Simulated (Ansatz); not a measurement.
HgCl2 (the lowest singlet isomer of a short search), 3 atoms. Hardware: 4 threads of Arm Neoverse V2 on a shared host.

In the def2 sets Hg takes a core potential; there is no spin–orbit coupling. Correlated methods freeze 10 core orbitals; core or outer-core shells of Hg are correlated, in sets that lack core-valence functions.

Q: How many basis functions does each of these Ansatz runs have, and roughly what does it cost? HSE06-D4/def2-TZVP, charge 0 triplet, energy, from earlier orbitals; MP2/def2-TZVP, charge 0 triplet, energy, from earlier orbitals; ωB97X-V/def2-TZVP, charge 0 triplet, energy, from earlier orbitals; PBE-D4/def2-TZVP, charge 1 doublet at the geometry of the charge 0 singlet, energy, from earlier orbitals; PBE-D4/def2-TZVP, charge 0 singlet, energy, from earlier orbitals; r2SCAN-D4/def2-TZVP, charge 1 doublet at the geometry of the charge 0 singlet, energy, from earlier orbitals; PBE0-D4/def2-TZVPD, charge -1 doublet at the geometry of the charge 0 singlet, energy; HSE06-D4/def2-TZVP, charge 0 quintet, energy, from earlier orbitals; CAM-B3LYP-D4/def2-TZVP, charge 0 triplet, energy, from earlier orbitals; MP2/def2-TZVP, charge 0 singlet, energy, from earlier orbitals; PBE0-D4/def2-TZVPD, charge 0 singlet, energy, from earlier orbitals; PBE0-D4/def2-TZVP, charge 0 quintet, relaxation, 5 steps.

A: Other jobs shared the machine, so times can vary by a factor of up to 3. A dash marks memory too small to be measured apart from the calling script's.

```json
{"run": "MP2/def2-TZVP, charge 0 singlet, energy, from earlier orbitals", "functions": "117", "fitting or Cholesky vectors": "789", "wall time": "0.6 s", "peak host memory (GiB)": "–"}
{"run": "PBE-D4/def2-TZVP, charge 0 singlet, energy, from earlier orbitals", "functions": "117", "fitting or Cholesky vectors": "902", "wall time": "0.8 s", "peak host memory (GiB)": "–"}
{"run": "PBE0-D4/def2-TZVPD, charge 0 singlet, energy, from earlier orbitals", "functions": "138", "fitting or Cholesky vectors": "1067", "wall time": "1.3 s", "peak host memory (GiB)": "–"}
{"run": "MP2/def2-TZVP, charge 0 triplet, energy, from earlier orbitals", "functions": "117", "fitting or Cholesky vectors": "789", "wall time": "2 s", "peak host memory (GiB)": "–"}
{"run": "PBE0-D4/def2-TZVPD, charge -1 doublet at the geometry of the charge 0 singlet, energy", "functions": "138", "fitting or Cholesky vectors": "1067", "wall time": "2.8 s", "peak host memory (GiB)": "–"}
{"run": "HSE06-D4/def2-TZVP, charge 0 triplet, energy, from earlier orbitals", "functions": "117", "fitting or Cholesky vectors": "980", "wall time": "4.8 s", "peak host memory (GiB)": "–"}
{"run": "PBE-D4/def2-TZVP, charge 1 doublet at the geometry of the charge 0 singlet, energy, from earlier orbitals", "functions": "117", "fitting or Cholesky vectors": "902", "wall time": "5.5 s", "peak host memory (GiB)": "–"}
{"run": "HSE06-D4/def2-TZVP, charge 0 quintet, energy, from earlier orbitals", "functions": "117", "fitting or Cholesky vectors": "789", "wall time": "6.5 s", "peak host memory (GiB)": "–"}
{"run": "CAM-B3LYP-D4/def2-TZVP, charge 0 triplet, energy, from earlier orbitals", "functions": "117", "fitting or Cholesky vectors": "945", "wall time": "12 s", "peak host memory (GiB)": "–"}
{"run": "r2SCAN-D4/def2-TZVP, charge 1 doublet at the geometry of the charge 0 singlet, energy, from earlier orbitals", "functions": "117", "fitting or Cholesky vectors": "902", "wall time": "17 s", "peak host memory (GiB)": "–"}
{"run": "ωB97X-V/def2-TZVP, charge 0 triplet, energy, from earlier orbitals", "functions": "117", "fitting or Cholesky vectors": "934", "wall time": "19 s", "peak host memory (GiB)": "0.58"}
{"run": "PBE0-D4/def2-TZVP, charge 0 quintet, relaxation, 5 steps", "functions": "117", "fitting or Cholesky vectors": "980", "wall time": "30 s", "peak host memory (GiB)": "–"}
```
